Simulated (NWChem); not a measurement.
Species: C₂H₄BNO₂; SMILES CB(O)N=C=O

```xyz
10

B     -0.1692     0.9562    -0.0045
C      1.0622     1.9381     0.0012
H      1.7349     1.7086    -0.8409
H      1.6579     1.7824     0.9161
H      0.7930     3.0039    -0.0532
N      0.0507    -0.4596     0.0013
C      0.1605    -1.6478     0.0059
O      0.2880    -2.8101     0.0105
O     -1.4646     1.3570    -0.0099
H     -1.5518     2.3148    -0.0137
```
Atoms are numbered in this order, from 1.

All runs: NWChem. Pople sets run with spherical d functions. Structure relaxed at the PBE0/def2-SVP level. Atomic charges in e: unrestrained fits to the electrostatic potential beside Mulliken populations; buried atoms are poorly determined by the fit.

For level Hartree-Fock/6-31G*:

| Property | Value |
|---|---|
| ESP B1 | 0.88 |
| Mulliken B1 | 0.77 |
| ESP C2 | -0.55 |
| Mulliken C2 | -0.74 |
| ESP N6 | -0.65 |
| Mulliken N6 | -0.60 |
| ESP C7 | 0.79 |
| Mulliken C7 | 0.78 |
| Mulliken O8 | -0.51 |

What are these values for level B3LYP/def2-SVP?


| Quantity | Result |
|---|---|
| ESP B1 | 0.64 |
| Mulliken B1 | -0.09 |
| ESP C2 | -0.40 |
| Mulliken C2 | -0.07 |
| ESP N6 | -0.50 |
| Mulliken N6 | 0.04 |
| ESP C7 | 0.63 |
| Mulliken C7 | 0.06 |
| Mulliken O8 | -0.13 |
